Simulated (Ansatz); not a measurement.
```yaml
crystal:
  periodic: [false, false, false]
  atoms:
    - {symbol: F, position_ang: [0.509726, -4.776671, 2.394913]}
    - {symbol: C, position_ang: [1.016678, -2.473255, 1.580151]}
    - {symbol: C, position_ang: [2.899745, -1.350480, 0.420463]}
    - {symbol: Si, position_ang: [0.255754, 0.844361, 1.124698]}
    - {symbol: Ga, position_ang: [-2.687246, 2.078457, -2.118875]}
    - {symbol: H, position_ang: [4.752808, -1.761772, -0.333276]}
    - {symbol: H, position_ang: [0.549379, 2.568875, 3.338724]}
    - {symbol: H, position_ang: [-2.706321, 0.541812, -4.658196]}
    - {symbol: H, position_ang: [-4.590522, 4.328675, -1.748564]}
basis:
  gaussian: {orbitals: STO-3G, final_grid: {core_spheres: 8, valence_spheres: 7, degree: 23}}
total_charge: -1
magnetization: {spin_polarized: true, initial_magnetization: 1}
hamiltonian: {xc: {name: PBE0}}
```

```sh
$ ansatz run in.yaml --threads 4 --pin off --events-out ev --progress --plain --max-ram 10444MiB
```

It prints (some lines left out):

```
Functional definition: PBE0
503 factors; integrals over basis functions are off by at most 3.5e-5 eV
mean field evaluation 1: about -63105.8836 eV, gradient 5.6e1 eV
mean field evaluation 2: about -63522.9542 eV, gradient 3.6e1 eV
mean field evaluation 4: about -64056.5028 eV, gradient 4.5e1 eV
mean field evaluation 8: about -64064.0838 eV, gradient 4.4e1 eV
mean field evaluation 16: about -64280.3109 eV, gradient 5.8e0 eV
mean field evaluation 32: about -64287.2937 eV, gradient 4.4e-2 eV
mean field evaluation 96: about -64286.0974 eV, gradient 1.5e-2 eV
mean field evaluation 160: about -64286.6792 eV, gradient 2.3e-2 eV
mean field evaluation 224: about -64287.3011 eV, gradient 8.7e-4 eV
mean field evaluation 288: about -64287.2972 eV, gradient 1.3e-5 eV
mean field -64287.30149715 eV, -2362.5147545223 hartree, gradient 3.8e-6 eV, S^2 6.388194; 32 other end points of the search recorded, 0 dependent functions left out
reference -64287.30151649 eV, -2362.5147552329 hartree; 36, 35 occupied and 10, 11 virtual orbitals, 503 factors
Total energy: -64287.30151649 eV, -2362.5147552329 hartree
```

What is wrong with this run?

The coordinates are in bohr but typed as ångström. The calculation finished and met its thresholds. The result belongs to that input, not to the molecule as meant.
